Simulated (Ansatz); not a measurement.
H3B3, SMILES `B1BB1` (charge 0, multiplicity 1).

Cartesian coordinates (Å):
```xyz
6

B     -0.5354    -0.7514     0.0499
B      0.8916    -0.3737    -0.3108
B     -0.6115     0.7661     0.0244
H     -1.2158    -1.7047     0.2484
H      1.9276     0.1283    -0.5776
H     -0.4565     1.9355    -0.0457
```
Charge 0, spin multiplicity 1.

Frozen-core energies in 6-31g from Ansatz (a program for electronic structure) at a geometry from PBE0-D3(BJ)/def2-TZVP; the HF reference has <S^2> = 0.00 (restricted, and unstable towards unrestricted orbitals) and the T1 diagnostic is 0.022.

```
level  energy (Ha)
-----  -----------
HF       -75.61381
MP2      -75.78380
CCSD     -75.81379
```

Estimate the energies of CCSD(T), CCSDT, CCSDT(Q) and CCSDTQ, and give each level's difference from CCSDTQ.


```json
[
 {"level": "MP2", "energy (Ha)": "-75.78380", "difference from CCSDTQ (mHa)": "42.65"},
 {"level": "CCSD", "energy (Ha)": "-75.81379", "difference from CCSDTQ (mHa)": "12.66"},
 {"level": "CCSD(T)", "energy (Ha)": "-75.82451", "difference from CCSDTQ (mHa)": "1.94"},
 {"level": "CCSDT", "energy (Ha)": "-75.82605", "difference from CCSDTQ (mHa)": "0.41"},
 {"level": "CCSDT(Q)", "energy (Ha)": "-75.82648", "difference from CCSDTQ (mHa)": "-0.03"},
 {"level": "CCSDTQ", "energy (Ha)": "-75.82645", "difference from CCSDTQ (mHa)": "0.00"}
]
```
